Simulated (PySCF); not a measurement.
# Electric field gradients and quadrupole coupling constants

C5H10OSi.
Z-matrix (Å and degrees, PBE0-D3(BJ)/def2-SVP geometry), rows numbered from 1:
```
C 
C   1  1.3419
C   2  1.4476  1  125.10
C   3  1.3440  2  122.70  1   179.89
O   4  1.3441  3  122.70  2  -179.94
Si  5  1.6854  4  126.73  3   179.62
C   6  1.8583  5  106.35  4  -179.58
H   1  1.0943  2  121.19  3     0.02
H   1  1.0922  2  121.50  3  -179.97
H   2  1.0976  1  118.67  3   179.96
H   3  1.0948  2  119.01  1    -0.10
H   4  1.1004  3  120.56  2     0.01
H   6  1.4957  5  108.97  4   -58.64
H   6  1.4956  5  109.00  4    59.48
H   7  1.1003  6  110.62  5   -60.31
H   7  1.1003  6  110.57  5    59.76
H   7  1.1011  6  110.49  5   179.70
```

Field gradients from the PBE0/pcSseg-1 density (PySCF, non-relativistic), principal values in atomic units, ordered |Vxx| ≤ |Vyy| ≤ |Vzz|:

```tsv
atom	Vxx	Vyy	Vzz
O5	-0.6761	-0.8993	1.5754
```

Find the asymmetry η = (Vxx − Vyy)/Vzz and the couplings χ = eQV/h (234.96 MHz × Q in barn × V in au), with Q(17O) = −0.0256 b.

```csv
atom,environment,nucleus,η,χzz (MHz),χxx (MHz),χyy (MHz)
O5,silyl ether oxygen,17O,0.14,-9.48,4.07,5.41
```

What is Vzz at O5 in SI units (1 au = 9.71736 × 10²¹ V/m²)?

1.5754 au = 15.308 × 10²¹ V/m².

Were the hydrogens deuterons (Q(2H) = 0.00286 b), χzz would run from 91 kHz (H13 and H14) to 209 kHz (H9).

One conformer (not necessarily the lowest) at the PBE0-D3(BJ)/def2-SVP geometry, without solvent, vibrations or thermal averaging. A larger basis could move these couplings by a tenth or more.
